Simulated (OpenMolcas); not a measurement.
An OpenMolcas run meant for Te I (ANO-RCC-MB, DKH2; inactive shells 1s 2s 2p 3s 3p 3d 4s 4p 4d; intended active space 6 electrons in 4 orbitals (5s 5p)). One step of its input:

```
&RASSCF
FileOrb=start.orb
Symmetry=2
Spin=1
nActEl=6 0 0
Inactive=14 9
Ras2=1 3
CIRoot=7 7 1
SDav=7
CIMx=300
Iter=57 100
PrWF=0.3
OrbListing=Nothing
MaxOrb=0
Atom
CIOnly
>>> COPY $Project.JobIph JOB002
```

Lines from the output:

```
...
      Number of secondary orbitals               0
      Spin quantum number                      0.0
      State symmetry                             2
Orbital specifications:
      -----------------------

      Symmetry species                           1   2
                                                ag  au
      Frozen orbitals                            0   0
      Inactive orbitals                         14   9
      Active orbitals                            1   3
      RAS1 orbitals                              0   0
      RAS2 orbitals                              1   3
      RAS3 orbitals                              0   0
      Secondary orbitals                         0   0
      Deleted orbitals                           0   0
      Number of basis functions                 15  12
      Number of CSFs                             3
      Number of root(s) required                 7
 ************ ERROR ***********
  You can't ask for more roots
  than there are configurations
 ******************************
--- Stop Module: rasscf at  /rc=_RC_INPUT_ERROR_ ---
.####################.
.# User input error #.
.####################.
```

Task: What is wrong with the input?

Result: The state symmetry names the wrong parity for these configurations.
